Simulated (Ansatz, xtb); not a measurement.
## Two isomers of C2H5BrGeSi

Structure I: `C#[C][Ge@@H]([SiH3])[Br]`, a singlet. Structure II: `C#C[Si@@H]([GeH3])Br`, a singlet. Both are isolated molecules in the gas phase, relaxed with PBE0-D3(BJ)/def2-SVP.

Quicker runs give these differences E(II) − E(I): GFN2-xTB +41.0 kJ/mol; HF/STO-3G −11.4 kJ/mol (at GFN2-xTB geometries); r2SCAN-D4/def2-SVP −26.8 kJ/mol (at GFN2-xTB geometries).

Task: Which of the two would you expect CCSD(T)/def2-SVP + ΔMP2/def2-TZVPP electronic energies to favour?

Result: Structure II; the calculation gives E(II) − E(I) = −22.7 kJ/mol.

How the difference moves with the method:

| level | geometry | E(II) − E(I) (kJ/mol) | departure from the last row (kJ/mol) | job, with rough time for the two |
| --- | --- | --- | --- | --- |
| GFN2-xTB | GFN2-xTB | +41.0 | +63.7 | optimisation, 0.17 s |
| HF/STO-3G | GFN2-xTB | −11.4 | +11.3 | single point, 0.94 s |
| r2SCAN-D4/def2-SVP | GFN2-xTB | −26.8 | −4.2 | single point, 6.6 s |
| PBE0-D3(BJ)/def2-SVP | PBE0-D3(BJ)/def2-SVP | −27.3 | −4.6 | optimisation, 56 s |
| HF/def2-SVP | PBE0-D3(BJ)/def2-SVP | −18.7 | +3.9 | part of the CCSD(T) run |
| MP2/def2-SVP | PBE0-D3(BJ)/def2-SVP | −23.2 | −0.6 | part of the CCSD(T) run |
| CCSD(T)/def2-SVP | PBE0-D3(BJ)/def2-SVP | −21.6 | +1.0 | single point |
| CCSD(T)/def2-SVP + ΔMP2/def2-TZVPP | PBE0-D3(BJ)/def2-SVP | −22.7 |  | single point, 1.8 min |

As drawn, II has 1 C–Si, 1 Br–Si, 2 Ge–H in place of 1 C–Ge, 1 Br–Ge, 2 Si–H.

GFN2-xTB puts the two in the other order. The largest departure from CCSD(T)/def2-SVP + ΔMP2/def2-TZVPP is that of GFN2-xTB, 63.7 kJ/mol. The last row adds to CCSD(T) the change of the MP2 difference between the two basis sets, here −1.0 kJ/mol.

With thermal terms from frequencies at re-optimised GFN2-xTB minima (ideal gas, soft modes damped towards free rotors, one conformer each, 298.15 K, 1 atm): on the last row, ΔE + ΔZPE = −20.7, ΔH = −21.5, ΔG = −20.5 kJ/mol.

The correlated steps freeze 25 core orbitals; the filled d shell of Br and Ge is correlated, in a basis made for valence electrons. Run with Ansatz 0.2.0, xtb 6.7.1; the last row on 2 threads of Arm Neoverse V2 on a shared host.
